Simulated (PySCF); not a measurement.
**A survey of 31P NMR shifts**

Isolated molecule, equivalent nuclei averaged, one conformer, non-relativistic. Structure optimised with GFN2-xTB; NMR shieldings at PBE0/pcSseg-1/GIAO; PySCF.

Shieldings were converted by a linear fit to measured shifts: 31P (scatter 18.1 ppm rms vs H3PO4, solution or neat liquid). Occasional misses reach two or three times the rms, and more in compound classes unlike the fitted ones.

Question: Give the 31P shifts of `COC(=O)c1cpcpc1[SiH3]`, `FC(F)(F)/P=P\CP`.

Answer: 
```csv
compound,environment,δ (ppm)
[CH3:1][O:2][C:3](=[O:4])[c:5]1[cH:6][p:7][cH:8][p:9][c:10]1[SiH3:11],"P9: phosphorus bonded to 2 C, in a 6-membered ring",260.5
[CH3:1][O:2][C:3](=[O:4])[c:5]1[cH:6][p:7][cH:8][p:9][c:10]1[SiH3:11],"P7: phosphorus bonded to 2 C, in a 6-membered ring",230.4
[F:1][C:2]([F:3])([F:4])/[P:5]=[P:6]\[CH2:7][PH2:8],"P6: phosphorus bonded to C, P",511.6
[F:1][C:2]([F:3])([F:4])/[P:5]=[P:6]\[CH2:7][PH2:8],"P5: phosphorus bonded to C, P",425.9
[F:1][C:2]([F:3])([F:4])/[P:5]=[P:6]\[CH2:7][PH2:8],"P8: phosphorus bonded to C, 2 H",-147.8
```

Question: Order these by 31P shift, lowest first.
A. C[P@@H](=O)C[Si](C)(C)C
B. CCOC[Si@H](P)CC
C. O=C=PC(F)(F)C(F)(F)F

Answer: B (-241.0 ppm, phosphorus bonded to Si, 2 H), C (-144.6 ppm, phosphorus bonded to 2 C), A (-2.8 ppm, phosphorus bonded to 2 C, O, H).
